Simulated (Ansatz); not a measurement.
System: fluoro(dimethyl)borane, C2H6BF (charge 0, singlet). SMILES: CB(F)C
Geometry: optimised at B3LYP-D3(BJ)/def2-TZVP (Ansatz, a program for electronic structure).

Quantity: atomisation energy (electronic, to ground-state atoms), in eV. Cores are frozen in the correlated levels unless marked. UHF or UKS for open shells. Spin-orbit coupling is left out. Non-relativistic unless marked X2C. The coupled-cluster limit lacks core correlation, which all-electron functionals hold. Basis-set limits of correlation are two-point, X^-3; Hartree-Fock from the larger set. [CCSD(T)-MP2]/basis is that difference in the basis named.

```json
[
 {"level": "revPBE-D4/def2-TZVPD", "program": "Ansatz + dftd4", "atomisation energy (eV)": "41.31"},
 {"level": "PBE0-D4/def2-TZVP", "program": "Ansatz + dftd4", "atomisation energy (eV)": "?"},
 {"level": "PBE0/def2-QZVPP", "program": "Ansatz", "atomisation energy (eV)": "41.72"},
 {"level": "CAM-B3LYP-D3(BJ)/def2-TZVPD", "program": "Ansatz + dftd3", "atomisation energy (eV)": "?"},
 {"level": "SCS-MP2/aug-cc-pVDZ", "program": "Ansatz", "atomisation energy (eV)": "39.35"},
 {"level": "SCS-MP2/aug-cc-pVTZ", "program": "Ansatz", "atomisation energy (eV)": "41.23"},
 {"level": "CCSD/cc-pVDZ", "program": "Ansatz", "atomisation energy (eV)": "38.49"},
 {"level": "CCSD/aug-cc-pVTZ", "program": "Ansatz", "atomisation energy (eV)": "?"},
 {"level": "X2C-CCSD(T)/cc-pVTZ-DK", "program": "Ansatz", "atomisation energy (eV)": "?"},
 {"level": "RI-MP2/CBS(aug-cc-pVTZ,aug-cc-pVQZ)+[CCSD(T)-MP2]/aug-cc-pVTZ", "program": "Ansatz", "atomisation energy (eV)": "41.57"}
]
```

### Question
Some entries are withheld; supply them.

### Answer

- PBE0-D4/def2-TZVP, atomisation energy (eV): 41.78
- CAM-B3LYP-D3(BJ)/def2-TZVPD, atomisation energy (eV): 41.89
- CCSD/aug-cc-pVTZ, atomisation energy (eV): 40.42
- X2C-CCSD(T)/cc-pVTZ-DK, atomisation energy (eV): 40.71
